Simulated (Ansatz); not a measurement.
Job for Ansatz (a first-principles code): R-PBE/def2-TZVPP on BrGaH2 (SMILES [GaH2][Br]), atoms moved off the minimum.

Ansatz 0.2 input:
```yaml
crystal:
  periodic: [false, false, false]
  atoms:
    - {symbol: Ga, position_ang: [-0.68053075, -1.02322930, 0.15855622]}
    - {symbol: H, position_ang: [-0.05582143, -1.88480054, 1.26704126]}
    - {symbol: H, position_ang: [-1.92505094, -1.06714339, -0.68102683]}
    - {symbol: Br, position_ang: [0.68188592, 0.99075916, -0.14749911]}
basis:
  gaussian:
    orbitals: def2-TZVPP
hamiltonian:
  xc: {name: PBE}
scf: {lower_state_search: off}
output: {forces: true}
```

Program output:

```
WARN ansatz: RAYON_NUM_THREADS=1 ignored (pool sized by the plan → 1); use --threads N
Functional definition: PBE
these checks for a lower state are left out or cut short: stability, starts, cluster_reference, orbital_swaps, neighbouring_geometries, increment
integrals: 0.05 GiB planned
862 factors; their error is unknown
mean field: 0.33 GiB planned
mean field evaluation 1: about -122437.6423 eV, gradient 3.7e1 eV
mean field evaluation 2: about -122435.4859 eV, gradient 5.9e1 eV
mean field evaluation 4: about -122439.2899 eV, gradient 3.0e0 eV
mean field evaluation 8: about -122439.3158 eV, gradient 2.4e-2 eV
mean field evaluation 16: about -122439.2822 eV, gradient 4.7e-5 eV
mean field -122439.28222787 eV, -4499.5606295480 hartree, gradient 4.0e-6 eV, S^2 0.000000; 0 other end points of the search recorded, 0 dependent functions left out
the calculation of the forces begins
reference -122439.28226189 eV, -4499.5606307982 hartree; 34, 34 occupied and 90, 90 virtual orbitals, 862 factors
Total energy: -122439.28226189 eV, -4499.5606307982 hartree
Atom 0 at    -0.680531    -1.023229     0.158556 Å, force     1.279728     1.282059     0.283484 eV/Å
Atom 1 at    -0.055821    -1.884801     1.267041 Å, force     0.088319    -0.281282     0.179528 eV/Å
Atom 2 at    -1.925051    -1.067143    -0.681027 Å, force    -0.696438    -0.054114    -0.539649 eV/Å
Atom 3 at     0.681886     0.990759    -0.147499 Å, force    -0.671609    -0.946663     0.076637 eV/Å
Dipole moment:    -0.319841    -0.467598     0.045945 e Å
Checks for a lower state left out: stability, starts, cluster_reference, orbital_swaps, neighbouring_geometries, increment
```

The run converged.

Cost: roughly 1.1 core-seconds.
